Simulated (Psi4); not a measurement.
H3AlCl2OSi (SMILES [SiH3][O][Al]([Cl])[Cl]), singlet, geometry from GFN2-xTB (such geometries of metal compounds can be far from the true shape); PBE/def2-TZVP (Psi4 1.11).

The Psi4 input:
```
memory 2 GB

molecule mol {
0 1
Al    0.052295    0.489354    0.238286
Cl    1.912905    1.044058    0.808883
Cl   -1.629047    1.590067    0.475441
O    -0.109754   -1.006213   -0.491212
Si   -0.265156   -2.470495   -1.204055
H    -1.137521   -3.253467   -0.329603
H     1.081941   -3.032270   -1.298745
H    -0.859604   -2.219350   -2.516412
}

set {
  basis def2-tzvp
  reference rks
}

energy('pbe')
print_variables()
```

Question: Write the output that Psi4 gives for this input, abridged.

Answer: 
```
   => Loading Basis Set <=

    Name: DEF2-TZVP
    Role: ORBITAL
    Keyword: BASIS

         ---------------------------------------------------------
                                   SCF
               by Justin Turney, Rob Parrish, Andy Simmonett
                          and Daniel G. A. Smith
                              RKS Reference
         ---------------------------------------------------------

  ==> Geometry <==

    Molecular point group: c1
    Full point group: C1

    Geometry (in Angstrom), charge = 0, multiplicity = 1:

       Center              X                  Y                   Z               Mass
    ------------   -----------------  -----------------  -----------------  -----------------
         AL           0.043671223468     0.409215721135     0.199229392544    26.981538530000
         CL           1.904281223468     0.963919721135     0.769826392544    34.968852682000
         CL          -1.637670776532     1.509928721135     0.436384392544    34.968852682000
         O           -0.118377776532    -1.086351278865    -0.530268607456    15.994914619570
         SI          -0.273779776532    -2.550633278865    -1.243111607456    27.976926534650
         H           -1.146144776532    -3.333605278865    -0.368659607456     1.007825032230
         H            1.073317223468    -3.112408278865    -1.337801607456     1.007825032230
         H           -0.868227776532    -2.299488278865    -2.555468607456     1.007825032230

  Running in c1 symmetry.

  Rotational constants: A =      0.07252  B =      0.03963  C =      0.02586 [cm^-1]
  Rotational constants: A =   2173.94542  B =   1188.15901  C =    775.30909 [MHz]
  Nuclear repulsion =  393.323912062483089

  Charge       = 0
  Multiplicity = 1
  Electrons    = 72
  Nalpha       = 36
  Nbeta        = 36

  ==> Algorithm <==

  SCF Algorithm Type is DF.
  DIIS enabled.
  MOM disabled.
  Fractional occupation disabled.
  Guess Type is SAD.
  Energy threshold   = 1.00e-06
  Density threshold  = 1.00e-06
  Integral threshold = 1.00e-12

  ==> Primary Basis <==

  Basis Set: DEF2-TZVP
    Blend: DEF2-TZVP
    Number of shells: 75
    Number of basis functions: 197
    Number of Cartesian functions: 222
    Spherical Harmonics?: true
    Max angular momentum: 3

  ==> DFT Potential <==

   => LibXC <=

    Version 7.1.2
    S. Lehtola, C. Steigemann, M. J. T. Oliveira, and M. A. L. Marques,  SoftwareX 7, 1–5 (2018) (10.1016/j.softx.2017.11.002)

   => Composite Functional: PBE <=

    PBE GGA Exchange-Correlation Functional

    J.P. Perdew et. al., Phys. Rev. Lett., 77(18), 3865-3868, 1996

    Deriv               =              1
    GGA                 =           TRUE
    Meta                =          FALSE

    Exchange Hybrid     =          FALSE
    MP2 Hybrid          =          FALSE

   => Exchange Functionals <=

    1.0000     XC_GGA_X_PBE

   => Correlation Functionals <=

    1.0000     XC_GGA_C_PBE

   => LibXC Density Thresholds  <==

    XC_GGA_C_PBE:  1.00E-12
    XC_GGA_X_PBE:  1.00E-15

   => Molecular Quadrature <=

    Radial Scheme          =       TREUTLER
    Pruning Scheme         =           NONE
    Nuclear Scheme         =       TREUTLER

    Blocking Scheme        =         OCTREE
    BS radius alpha        =              1
    Pruning alpha          =              1
    Radial Points          =             75
    Spherical Points       =            302
    Total Points           =         171785
    Total Blocks           =           1360
    Max Points             =            256
    Max Functions          =            176
    Weights Tolerance      =       1.00E-15

   => Loading Basis Set <=

    Name: (DEF2-TZVP AUX)
    Role: JKFIT
    Keyword: DF_BASIS_SCF

  ==> Integral Setup <==

  SCF_SUBTYPE=INCORE selected. In-core MEM_DF algorithm will be used.
  Using in-core AOs.

  ==> MemDFJK: Density-Fitted J/K Matrices <==

    J tasked:                   Yes
    K tasked:                    No
    wK tasked:                   No
    Algorithm:                 Core
    Schwarz Cutoff:           1E-12
    Mask sparsity (%):       9.7091
    Fitting Condition:        1E-10

   => Auxiliary Basis Set <=

  Basis Set: (DEF2-TZVP AUX)
    Blend: DEF2-UNIVERSAL-JKFIT
    Number of shells: 195
    Number of basis functions: 643
    Number of Cartesian functions: 773
    Spherical Harmonics?: true
    Max angular momentum: 4

  Minimum eigenvalue in the overlap matrix is 1.4509513479E-03.
  Reciprocal condition number of the overlap matrix is 2.5807097899E-04.
    Using symmetric orthogonalization.

  ==> Pre-Iterations <==

  SCF Guess: Superposition of Atomic Densities via on-the-fly atomic UHF (no occupation information).

   -------------------------
    Irrep   Nso     Nmo
   -------------------------
     A        197     197
   -------------------------
    Total     197     197
   -------------------------

  ==> Iterations <==

                           Total Energy        Delta E     RMS |[F,P]|

   @DF-RKS iter SAD: -1528.48813156882625   -1.52849e+03   0.00000e+00
   @DF-RKS iter   1: -1528.48567653222085    2.45504e-03   5.57069e-03 ADIIS/DIIS
   @DF-RKS iter   2: -1525.71820847802087    2.76747e+00   1.22902e-02 ADIIS/DIIS
   @DF-RKS iter   3: -1528.82527473089158   -3.10707e+00   2.30064e-03 ADIIS/DIIS
   @DF-RKS iter   4: -1528.90280839762590   -7.75337e-02   8.06283e-04 ADIIS/DIIS
   @DF-RKS iter   5: -1528.91147471240743   -8.66631e-03   1.98173e-04 ADIIS/DIIS
   @DF-RKS iter   6: -1528.91191131614983   -4.36604e-04   8.42214e-05 DIIS
   @DF-RKS iter   7: -1528.91205526302633   -1.43947e-04   2.36795e-05 DIIS
   @DF-RKS iter   8: -1528.91206521385789   -9.95083e-06   4.10277e-06 DIIS
   @DF-RKS iter   9: -1528.91206544969918   -2.35841e-07   1.21845e-06 DIIS
   @DF-RKS iter  10: -1528.91206547810475   -2.84056e-08   3.77093e-07 DIIS
  Energy and wave function converged.

  ==> Post-Iterations <==

   Electrons on quadrature grid:
      Ntotal   =   71.9999881679 ; deviation = -1.183e-05

    Orbital Energies [Eh]
    ---------------------

    Doubly Occupied:

[...]
    Virtual:

[...]
    Final Occupation by Irrep:
              A
    DOCC [    36 ]
    NA   [    36 ]
    NB   [    36 ]

  @DF-RKS Final Energy: -1528.91206547810475

   => Energetics <=

    Nuclear Repulsion Energy =            393.3239120624830889
    One-Electron Energy =               -2900.0152436475241302
    Two-Electron Energy =                1083.0442293390597115
    DFT Exchange-Correlation Energy =    -105.2649632321232787
    Empirical Dispersion Energy =           0.0000000000000000
    VV10 Nonlocal Energy =                  0.0000000000000000
    Total Energy =                      -1528.9120654781047506

Computation Completed

Properties will be evaluated at   0.000000,   0.000000,   0.000000 [a0]

Properties computed using the SCF density matrix

 Multipole Moments:

 ------------------------------------------------------------------------------------
     Multipole            Electronic (a.u.)      Nuclear  (a.u.)        Total (a.u.)
 ------------------------------------------------------------------------------------

 L = 1.  Multiply by 2.5417464519 to convert [e a0] to [Debye]
 Dipole X            :          1.1488569           -1.1733138           -0.0244569
 Dipole Y            :         10.6749860          -10.9036254           -0.2286394
 Dipole Z            :          5.2025678           -5.3140530           -0.1114852
 Magnitude           :                                                    0.2555447

 ------------------------------------------------------------------------------------

  Variable Map:
  ----------------------------------------------------------------------------
[...]
  Array Variable Map:
  ----------------------------------------------------------------------------
[...]
[...]
```
